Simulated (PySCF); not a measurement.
**Removing the step error of a finite difference**

System: CH4BCl2N, singlet, at a GFN2-xTB geometry. Level: CAMB3LYP/6-31G, polarisability (PySCF). Sums are taken with unrounded values, so a last digit can differ.

Second differences of the energy in a field along z gave a polarisability along z of 55.398 bohr³ at step 0.005 and 55.571 bohr³ at step 0.02 (atomic units).

Extrapolate to zero step.

The leading error of a symmetric difference goes as h², so A(h) = A0 + c h². Then c = (55.571 - (55.398))/(0.02² - 0.005²) = 461 (atomic units) and A0 = 55.398 - c × 0.005² = 55.386 bohr³. The analytic value from the same program and level is 55.387 bohr³: the smaller step missed it by 0.011, the extrapolation by 0.000.
